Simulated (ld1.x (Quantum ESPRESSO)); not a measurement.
## Ga (Z = 31), TM semilocal: configuration errors across variants

```
Element                 : Ga (Z = 31)
Generator               : ld1.x (Quantum ESPRESSO) 7.5
Type                    : norm-conserving Troullier–Martins (semilocal form)
Functional              : LDA (PZ)
Relativity              : scalar-relativistic
Frozen core             : [Ar]
Valence charge          : 13
Reference configuration : 3d10 4s2 4p1
Partial waves           : 4s (bound): rc 1.45 bohr; 3d (bound): rc 0.75 bohr; 4p (bound): rc 2.30 bohr
Local potential         : the p channel
Core correction         : none
```

All-electron excitation energies from the reference (eV): (1) 3d10 4s2 4p0 5.888; (2) 3d10 4s1 4p0 27.391; (3) 3d10 4s0 4p0 58.991; (4) 3d10 4s1 4p2 6.612; (5) 3d10 4s1 4p1 13.338; (6) 3d10 4s2 4p1.3 -0.578; (7) 3d9 4s2 4p2 20.402; (8) 3d10 4s2 4p1 spin -0.134; (9) 3d10 4s1 4p0 spin 27.084.

Spin tests fill each open shell by Hund’s rule, majority spin first.

In the semilocal form every listed channel keeps its own potential, so the choice of the local channel does not act on these tests. It acts once the file is put into the separable form.

A semilocal file is local in each channel, so a ghost entry of none says nothing of the separable form that plane-wave codes build from it.

4 further variants failed, have other tests or another functional or relativity, and are left out.

Errors AE − PS in meV (a dash: test not solved or not reliable):

| change | (1) | (2) | (3) | (4) | (5) | (6) | (7) | (8) | (9) | bound ghosts |
| --- | --- | --- | --- | --- | --- | --- | --- | --- | --- | --- |
| base | -1.0 | +0.8 | +8.4 | +0.9 | +2.5 | 0.0 | -248 | +1.3 | +12 | none |
| local potential the s channel | -1.0 | +0.8 | +8.5 | +0.9 | +2.5 | 0.0 | -248 | +1.3 | +12 | none |
| wave 4s (bound): rc 1.45 bohr becomes 4s (bound): rc 1.50 bohr | -0.9 | -0.7 | +3.6 | +0.6 | +1.8 | +0.1 | -265 | +1.3 | +11 | none |
| wave 3d (bound): rc 0.75 bohr becomes 3d (bound): rc 1.14 bohr | -0.9 | +3.2 | +20 | +1.3 | +3.3 | +0.1 | -266 | +1.3 | +14 | none |
| wave 4p (bound): rc 2.30 bohr becomes 4p (bound): rc 3.46 bohr | -4.2 | -15 | -24 | +8.3 | +12 | +0.1 | -170 | -0.3 | -3.6 | none |
| wave 3d (bound): rc 0.75 bohr becomes 3d (bound): rc 0.92 bohr | -0.9 | +1.4 | +11 | +1.0 | +2.7 | +0.1 | -258 | +1.3 | +13 | none |
| core correction a·sin(br)/r model core inside 0.30 bohr | -1.4 | -13 | -65 | -0.9 | -1.4 | +0.1 | -296 | +0.4 | -14 | none |
| wave 4p (bound): rc 2.30 bohr becomes 4p (bound): rc 1.46 bohr | +0.1 | +3.7 | +13 | +0.8 | +4.0 | +0.1 | -121 | +0.8 | +15 | none |

Give the same row for: all radii scaled by about 1.08 (s 1.56, p 2.48, d 0.80 bohr).

-1.1, -2.6, -0.5, +1.4, +2.6, +0.1, -261, +1.1, +10; bound ghosts: none.
